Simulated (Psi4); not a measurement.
CCl₃, doublet (typed; the unrestricted solution is spin-contaminated), geometry from GFN2-xTB, with bond 2-1 at 1.8 times its length; Psi4 1.11 with HF/STO-3G.

Input for Psi4:
```
memory 2 GB

molecule {
0 2
C    -0.00495017   -0.00528924    0.30398563
Cl    0.00391744    3.02096161   -0.25510922
Cl    1.45179868   -0.83693332   -0.02670425
Cl   -1.45002785   -0.83716112   -0.07396218
}

set {
  basis sto-3g
  reference uhf
  stability_analysis follow
  scf_type pk
}

energy('scf')
print_variables()
```

Output, abridged:

```
   => Loading Basis Set <=

    Name: STO-3G
    Role: ORBITAL
    Keyword: BASIS

         ---------------------------------------------------------
                                   SCF
               by Justin Turney, Rob Parrish, Andy Simmonett
                          and Daniel G. A. Smith
                              UHF Reference
         ---------------------------------------------------------

  ==> Geometry <==

    Molecular point group: c1
    Full point group: C1

    Geometry (in Angstrom), charge = 0, multiplicity = 2:

       Center              X                  Y                   Z               Mass
    ------------   -----------------  -----------------  -----------------  -----------------
         C           -0.006143518243    -0.407618498137     0.379201587767    12.000000000000
         CL           0.002724091757     2.618632351863    -0.179893262233    34.968852682000
         CL           1.450605331757    -1.239262578137     0.048511707767    34.968852682000
         CL          -1.451221198243    -1.239490378137     0.001253777767    34.968852682000

  Running in c1 symmetry.

  Rotational constants: A =      0.11317  B =      0.04788  C =      0.03387 [cm^-1]
  Rotational constants: A =   3392.67489  B =   1435.27597  C =   1015.45412 [MHz]
  Nuclear repulsion =  207.488349615770346

  Charge       = 0
  Multiplicity = 2
  Electrons    = 57
  Nalpha       = 29
  Nbeta        = 28

  ==> Algorithm <==

  SCF Algorithm Type is PK.
  DIIS enabled.
  MOM disabled.
  Fractional occupation disabled.
  Guess Type is SAD.
  Energy threshold   = 1.00e-06
  Density threshold  = 1.00e-06
  Integral threshold = 1.00e-12

  ==> Primary Basis <==

  Basis Set: STO-3G
    Blend: STO-3G
    Number of shells: 18
    Number of basis functions: 32
    Number of Cartesian functions: 32
    Spherical Harmonics?: true
    Max angular momentum: 1

  ==> Integral Setup <==

  Using in-core PK algorithm.
   Calculation information:
      Number of atoms:                   4
      Number of AO shells:              18
      Number of primitives:             54
      Number of atomic orbitals:        32
      Number of basis functions:        32

      Integral cutoff                 1.00e-12
      Number of threads:                 1

  Performing in-core PK
  Using 279312 doubles for integral storage.
  We computed 9364 shell quartets total.
  Whereas there are 14706 unique shell quartets.

  ==> DiskJK: Disk-Based J/K Matrices <==

[...]
    Wavefunction unstable!
    Rotating orbitals by 0.5 * pi / 2 radians along unstable eigenvector.
[...]
    Wavefunction stable under totally symmetric rotations.
    Lowest totally symmetric eigenvalue: 0.003940
    Lowest UHF->UHF stability eigenvalues:
       A 0.003940

    Stability analysis over.

  ==> Post-Iterations <==

   @Spin Contamination Metric:   6.259779341E-01
   @S^2 Expected:                7.500000000E-01
   @S^2 Observed:                1.375977934E+00
   @S   Expected:                5.000000000E-01
   @S   Observed:                5.000000000E-01

    Orbital Energies [Eh]
    ---------------------

    Alpha Occupied:

[...]
    Alpha Virtual:

[...]
    Beta Occupied:

[...]
      28A     -0.363832

    Beta Virtual:

[...]
      32A      0.427426

    Final Occupation by Irrep:
              A
    DOCC [    28 ]
    SOCC [     1 ]
    NA   [    29 ]
    NB   [    28 ]

  @UHF Final Energy: -1400.97852328874956

   => Energetics <=

    Nuclear Repulsion Energy =            207.4883496157703462
    One-Electron Energy =               -2351.5544553133231602
    Two-Electron Energy =                 743.0875824088032005
    Total Energy =                      -1400.9785232887495567

  UHF NO Occupations:
  HONO-2 :   27  A 1.9991986
  HONO-1 :   28  A 1.6138081
  HONO-0 :   29  A 1.0000000
  LUNO+0 :   30  A 0.3861919
  LUNO+1 :   31  A 0.0008014
  LUNO+2 :   32  A 0.0005683

Computation Completed

Properties will be evaluated at   0.000000,   0.000000,   0.000000 [a0]

Properties computed using the SCF density matrix

 Multipole Moments:

 ------------------------------------------------------------------------------------
     Multipole            Electronic (a.u.)      Nuclear  (a.u.)        Total (a.u.)
 ------------------------------------------------------------------------------------

 L = 1.  Multiply by 2.5417464519 to convert [e a0] to [Debye]
 Dipole X            :          0.0010536           -0.0019299           -0.0008763
 Dipole Y            :          0.1830751           -0.1280502            0.0550248
 Dipole Z            :         -0.0655783            0.1191233            0.0535450
 Magnitude           :                                                    0.0767826

 ------------------------------------------------------------------------------------

  Variable Map:
  ----------------------------------------------------------------------------
[...]
  Array Variable Map:
  ----------------------------------------------------------------------------
[...]
[...]
```
